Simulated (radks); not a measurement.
Values are calculated unless marked as measured or tabulated.
Valence configurations of the germanium ion Ge3+ (all share [Ar]). Level of theory: non-relativistic Kohn-Sham, r2SCAN, spin-polarised, spherical densities, point nucleus; open shells are filled with parallel spins first; meta-GGA in the generalised Kohn-Sham scheme (a radial shooting solver on a logarithmic mesh with Libxc functionals). Energies are relative to 3d10 4s1; eigenvalues in eV for spin up.

| valence | E (eV) | moment (Bohr magnetons) | e(3d) | e(4p) | e(4s) |
|---|---|---|---|---|---|
| 3d10 4s1 | 0.000 | 1 | -64.571 | - | -40.881 |
| 3d10 4s0.5 4p0.5 | 5.187 | 1 | -65.286 | -30.816 | -41.045 |
| 3d10 4p1 | 10.257 | 1 | -65.994 | -31.105 | - |
| 3d9.5 4s1.5 | 13.745 | 1 | -69.934 | - | -42.045 |
| 3d9.5 4s1 4p0.5 | 17.682 | 2 | -70.604 | -32.484 | -43.276 |
| 3d9 4s2 | 28.499 | 1 | -75.424 | - | -43.149 |
| 3d9 4s1.5 4p0.5 | 33.332 | 2 | -76.155 | -33.377 | -44.451 |
| 3d9 4s1 4p1 | 36.914 | 3 | -76.755 | -34.347 | -45.493 |
| 3d7 4s2 4p2 | 124.91 | 5 | -101.62 | -39.574 | -51.989 |

NIST lists [Ar] 3d10 4s1 as the ground configuration; this level of theory agrees among the configurations tried. The energies are those of spherical high-spin densities, not of single terms.
